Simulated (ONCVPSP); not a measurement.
**What one change does to a pseudopotential (B (Z = 5), ONCV)**

```json
{
  "Element": "boron",
  "Generator": "ONCVPSP 4.0.1",
  "Type": "optimised norm-conserving Vanderbilt (ONCV)",
  "Functional": "LDA (Perdew-Wang 92)",
  "Relativity": "scalar-relativistic",
  "Frozen core": "[He]",
  "Valence charge": "3",
  "Reference configuration": "2s1.5 2p1.5",
  "Partial waves": "2s: rc 1.55 bohr, ncon 4, nbas 8, qcut 5 1/bohr, local; 2p: rc 2.60 bohr, ncon 4, nbas 8, qcut 4.1 1/bohr, 3 projectors, debl 1.3 Ha",
  "Local potential": "the s channel",
  "Core correction": "none"
}
```

Change: all radii scaled by about 0.77 (s 1.20, p 2.00 bohr).

Cutoffs: the cutoffs (Ha) at which the residual kinetic energy of the hardest occupied pseudo-wave falls to 1 and 0.1 mHa per electron; they do not see the model core or the augmentation charge, which bear on the density cutoff. Errors are all-electron minus pseudo energies relative to the spin-unpolarised reference configuration.

Task: What does the change do?

Result: The potential gets harder (10.0 Ha and 20 Ha → 12 Ha and 45 Ha); of the 4 tests that both files solve, the error grows in 0 and shrinks in 4 by more than 15 % and 0.3 meV (median size 63.6 → 33.3 meV); neither file shows a bound ghost. A smaller radius makes the pseudo-wave follow the all-electron one further in, where it bends more sharply, so more plane waves are needed. Less of the atom is replaced, so other configurations are described better.

| quantity | base | changed |
| --- | --- | --- |
| cutoff, loose | 10.0 Ha | 12 Ha |
| cutoff, tight | 20 Ha | 45 Ha |
| loose cutoff by channel | s 10.0 Ha, p 6.7 Ha | s 12 Ha, p 10 Ha |
| bound ghosts | none | none |
| GHOST(+) flags under 300 eV | none | none |
| error for 2s2 2p1, meV [ΔE -2.84 eV] | -1.9 | -0.1 |
| error for 2s2 2p0, meV [ΔE 5.48 eV] | +106 | +56 |
| error for 2s1 2p0, meV [ΔE 30.78 eV] | +365 | +223 |
| error for 2s2 2p0.5, meV [ΔE 0.10 eV] | +21 | +11 |
